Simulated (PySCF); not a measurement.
Compound: C5H3F3S.
Structure used (GFN2-xTB), in Å, numbered top down from 1:
```
atom  x, y, z in Å
F1    -0.6126    2.1581    0.0957
C2    -0.8280    0.8403   -0.0057
C3    -2.0605    0.2837   -0.1266
S4    -1.9462   -1.4243   -0.2314
C5    -0.2413   -1.3759   -0.1107
C6     0.2327   -0.1026    0.0060
C7     1.6767    0.2665    0.1325
F8     2.3904   -0.1762   -0.9348
F9     2.2387   -0.3223    1.2197
H10   -3.0086    0.7801   -0.1586
H11    0.3318   -2.2813   -0.1290
H12    1.8282    1.3532    0.2169
```

Theory: TDDFT PBE0/def2-SVPD, vertical, gas phase, core orbitals frozen in the response (PySCF 2.14.0, density-fitted response routines).

Computed states:

| state | E (eV) | f |
| --- | --- | --- |
| S1 | 5.51 | 0.074 |
| S2 | 5.96 | 0.101 |
| S3 | 6.03 | 0.0036 |
| S4 | 6.43 | 0.0006 |
| S5 | 6.80 | 0.0002 |
| S6 | 7.06 | 0.0030 |

Broadening: Gaussians 0.3 eV wide at half height, area fixed by f = 4.319×10⁻⁹ ∫ε dν̃. The width is an assumption, not a result. The curve ends short of the highest state used, and states not computed would add to its high-energy end.

(1) What does the envelope look like, and where are its maxima?

(2) Coming from long wavelengths, where does ε first pass 100 L mol⁻¹ cm⁻¹?

(3) On this curve, what absorbance would a 10⁻⁵ mol/L sample give at 193 nm over a 1 cm path?

Results:

(1) 
```
λ (nm)  ε (L mol⁻¹ cm⁻¹)
 191.9                59
 194.2                91
 196.5               260
 198.8               914
 201.1              2562
 203.4              5294
 205.7              8117
 208.0              9393
 210.3              8390
 212.6              6041
 214.9              4032
 217.2              3454
 219.5              4303
 221.8              5729
 224.2              6670
 226.5              6393
 228.8              5095
 231.1              3405
 233.4              1928
 235.7               934
 238.0               391
 240.3               142
 242.6                46
 244.9                13
```

Maxima: 225 nm (5.51 eV), ε about 6700, made up of S1 (100%); 208 nm (5.96 eV), ε about 9400, made up of S2 (97%) (ε in L mol⁻¹ cm⁻¹; maxima over ε = 5, shares over 10%).

(2) At about 241 nm (5.14 eV), 0.37 eV below S1.

(3) 193 nm is 6.424 eV, where ε is about 69 L mol⁻¹ cm⁻¹, so A = ε c l ≈ 0.00069 (Beer–Lambert, with the gas-phase spectrum and the assumed width).

One conformer stands for the species.
